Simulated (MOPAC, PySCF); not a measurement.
[Zn(CH3)(Br)], neutral singlet in the gas phase. 

Cartesian coordinates (Å):
```xyz
6

Zn     0.0174    -0.0083    -0.0041
C     -1.6887     0.8079     0.3975
H     -2.0080     1.4696    -0.4325
H     -1.6210     1.4149     1.3225
H     -2.4660     0.0315     0.5447
Br     2.0112    -0.9623    -0.4734
```
Charge 0, spin multiplicity 1.

All levels are single points at this geometry (PBE-D3(BJ)/def2-SVP); Pople sets use spherical d functions. Orbital energies aren't observables, and empty levels follow the basis.

AM1 in MOPAC gives gap (eV) = 10.79.

Estimate the gap (eV) from each of these levels: TPSSh-D3(BJ)/def2-TZVP in PySCF; B3LYP/6-31G* (LANL2DZ on Zn) in PySCF; BP86/6-31G* (LANL2DZ on Zn) in PySCF; M06-2X/6-31G* (LANL2DZ on Zn) in PySCF; SVWN5/6-31G* (LANL2DZ on Zn) in PySCF; HF/3-21G in PySCF; HF/6-31G* (LANL2DZ on Zn) in PySCF; PM3 in MOPAC.


```tsv
level	gap (eV)
TPSSh-D3(BJ)/def2-TZVP in PySCF	6.52
B3LYP/6-31G* (LANL2DZ on Zn) in PySCF	6.86
BP86/6-31G* (LANL2DZ on Zn) in PySCF	5.36
M06-2X/6-31G* (LANL2DZ on Zn) in PySCF	9.24
SVWN5/6-31G* (LANL2DZ on Zn) in PySCF	5.27
HF/3-21G in PySCF	12.70
HF/6-31G* (LANL2DZ on Zn) in PySCF	12.67
PM3 in MOPAC	10.40
```
